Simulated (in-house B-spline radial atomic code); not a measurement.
Configurations of Cl VII (Cl6+), with energies counted from [Ne] 3s1. Method: Dirac-Hartree-Fock, average of configuration, Fermi nucleus of rms radius 3.3654 fm. Calculated with a radial B-spline atomic code at the basis-set limit. Energies include first-order Breit, QED and recoil terms.

Occupations are held fixed; configurations that lie above the ionisation limit could autoionise.

| configuration | E - E(ref) (eV) | highest orbital | its <r> (bohr) |
| --- | --- | --- | --- |
| [Ne] (5f7/2)1 | 86.978 | 5f7/2 | 4.488 |
| [Ne] (5g9/2)1 | 87.018 | 5g9/2 | 3.928 |
| [He] 2s2 (2p1/2)1 (2p3/2)4 3s1 (4d3/2)1 | 278.74 | 4d3/2 | 2.75 |
| [He] 2s2 (2p1/2)1 (2p3/2)4 3s1 (6d5/2)1 | 304.11 | 6d5/2 | 6.895 |
| [He] 2s2 (2p1/2)1 (2p3/2)4 3s1 (7p3/2)1 | 308.21 | 7p3/2 | 9.154 |

Question: Order these further configurations by energy, lowest first.
A. [Ne] (6g7/2)1
B. [He] 2s2 (2p1/2)1 (2p3/2)4 3s1 (5g9/2)1
C. [Ne] 6s1
D. [Ne] (4f5/2)1
E. [Ne] (7p3/2)1

Answer: D (71.964 eV), C (91.18 eV), A (95.166 eV), E (98.537 eV), B (296.92 eV).
